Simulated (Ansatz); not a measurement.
`OC(O)[SiH2]Cl` → `O[SiH](O)CCl`  (isomerisation)

Calculated with Ansatz (gas phase, PBE0-D4/def2-TZVP geometries, no zero-point term in ΔE). CBS: MP2 limit from def2 TZ/QZ plus the TZ coupled-cluster correction, frozen cores. Functionals use def2-TZVPP. B3LYP here is the variant with VWN-RPA as its local correlation; programs differ in this. One conformer a species, not always the lowest.

(1) Is it downhill or uphill in electronic energy at CCSD(T)/CBS, and by how much? (An estimate is asked.)

(2) What do these levels give: PBE-D4, PBE0-D4, B3LYP-D4, ωB97X-V, ωB97M-V, B2PLYP, r2SCAN, PBE0, B3LYP, CCSD/def2-TZVPP, CCSD(T)/def2-TZVPP, MP2/def2-QZVPP? (An estimate is asked.)

Largest T1 diagnostic among the species: 0.011.

Answers

(1) Computed: Downhill: ΔE = -49.9 kcal/mol.

(2) Ansatz gave: PBE-D4 -43.3, PBE0-D4 -45.4, B3LYP-D4 -47.4, ωB97X-V -46.3, ωB97M-V -47.9, B2PLYP -49.0, r2SCAN -47.7, PBE0 -45.3, B3LYP -47.2, CCSD/def2-TZVPP -49.1, CCSD(T)/def2-TZVPP -48.7, MP2/def2-QZVPP -52.0 kcal/mol.

From PBE to PBE0 (25 % exact exchange), in def2-TZVPP and without D4, ΔE moves by −2.1 kcal/mol.
